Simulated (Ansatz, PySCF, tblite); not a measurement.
Potential energy curve for GaO, doublet. Each curve is given relative to its own lowest point near equilibrium.

```
R / Å      A      B      C      D
-----  -----  -----  -----  -----
1.38   294.8  174.7  293.1  308.6
1.46   139.6   67.0  125.7  147.5
1.52    69.7   25.9   51.9   74.7
1.62    11.9    0.7   92.1   13.7
1.66     3.1    0.0   60.5    4.0
1.71     0.0    4.0   32.4    0.0
1.76     3.6   12.0   14.5    2.8
1.80    10.0   20.5    5.9    8.7
1.86    23.6   35.7    0.0   11.1
1.96    51.0   65.6    3.9   15.1
2.13    79.0  122.3   33.4   46.7
2.30   115.2  179.0   75.6   92.8
2.57   177.9  249.3  148.3  171.5
2.82   231.5  319.4  214.3  234.5
3.03   269.9  377.5  260.8  273.0
3.41   322.7  471.6  324.0  316.8
3.72   352.5  533.5  353.1  337.8
4.12   378.2      —  376.0  355.5
4.58   395.0      —  377.5  373.1
5.14   406.5      —  378.3  375.4
6.02   415.3      —  378.9  376.8
6.94   419.7      —  379.2  377.1
```

Energies in kJ/mol.

Problem. Assign the columns to these levels of theory: GFN2-xTB, 300 K electronic temperature run with tblite; CCSD(T) on UHF/cc-pVQZ, cores with 3d frozen run with Ansatz (an electronic-structure program); unrestricted M06-2X/6-31G*, spherical d (PySCF); unrestricted PBE/cc-pVQZ run with Ansatz.

Solution. A is UKS-PBE; B is GFN2-xTB; C is UCCSD(T); D is UKS-M06-2X/6-31G*.

Dashes: no converged value, or the column stops at the first point that the program doubted or that broke a chosen test of continuity, which isn't proof of a fault.

The unrestricted determinant behind UKS-M06-2X/6-31G* is spin-contaminated at 2.82 to 6.94 Å (<S²> up to 1.8, against 0.75 for a pure doublet). The unrestricted determinant behind UKS-PBE is spin-contaminated at 3.03 to 6.94 Å (<S²> up to 1.5, against 0.75 for a pure doublet). The unrestricted determinant behind UCCSD(T) is spin-contaminated at 1.62 to 1.66, 2.57 to 6.94 Å (<S²> up to 1.8, against 0.75 for a pure doublet).
